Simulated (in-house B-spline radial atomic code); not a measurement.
Values are calculated unless marked as measured or tabulated.
## Light and heavy implants in InAs at 30 keV

The pair potential comes from two frozen, spherical free-atom densities (PBE, B-spline radial code, scalar-relativistic past argon): electrostatics plus the change in Thomas-Fermi kinetic and Dirac exchange energy where they overlap, the recipe behind the universal ZBL potential, which averages such potentials (from solid-state densities) over many pairs. It is written V = (Z1 Z2 e²/r) φ(r/a), with e² = 14.3996 eV·Å and a = 0.46850 Å/(Z1^0.23 + Z2^0.23); ZBL's fit is φ = 0.18175 e^(−3.1998x) + 0.50986 e^(−0.94229x) + 0.28022 e^(−0.4029x) + 0.02817 e^(−0.20162x). Where φ falls below 4e-4 it is continued as an exponential.

The target, InAs, is taken as amorphous, density 5.68 g/cm³ (NSM archive of the Ioffe Institute); nuclear stopping from classical scattering on these potentials, electronic stopping by Lindhard and Scharff, compounds by atom fraction, projected range from N (S_n + S_e) dR_p/dE = 1 − N S_n (M2/M1) R_p/(2E), which runs up to 8 % short of the full integral equation; no channelling. Lindhard and Scharff's S_e can be off by tens of per cent.

| ion | mass (u) | N S_n (eV/nm) | N S_e (eV/nm) | S_n = S_e at (keV) | path (nm) | projected range (nm) |
| --- | --- | --- | --- | --- | --- | --- |
| Cl | 35.45 | 487 | 178 | 160 | 61.9 | 24.7 |
| Ar | 39.95 | 556 | 175 | 200 | 56.6 | 23.6 |
| Ga | 69.72 | 1160 | 200 | 650 | 33.7 | 16.9 |
| Ge | 72.63 | 1210 | 201 | 700 | 32.7 | 16.7 |
| Sb | 121.76 | 1960 | 212 | 2000 | 22.9 | 13.8 |
| Te | 127.6 | 2010 | 209 | 2100 | 22.5 | 13.8 |

**Question.** How do the nuclear share and the range change from the lightest ion to the heaviest?

**Answer.** The nuclear share goes from 73 % for Cl to 91 % for Te, and the projected range from 24.7 to 13.8 nm, a factor of 1.8. S_e changes by a factor of 1.18, since the heavy ion is slower but has the larger Z1, while S_n grows 4-fold. The heavy ion also keeps its direction better: R_p is 0.61 of the path, against 0.40.

**Question.** With a displacement energy of 15 eV taken for illustration, how many displacements per nanometre does Ga start at entry, by the rule 0.8 E_damage/(2 E_d)?

**Answer.** Taking all nuclear loss as damage energy, an upper bound, 0.8 × 1160/(2 × 15) = 30.9 per nm.
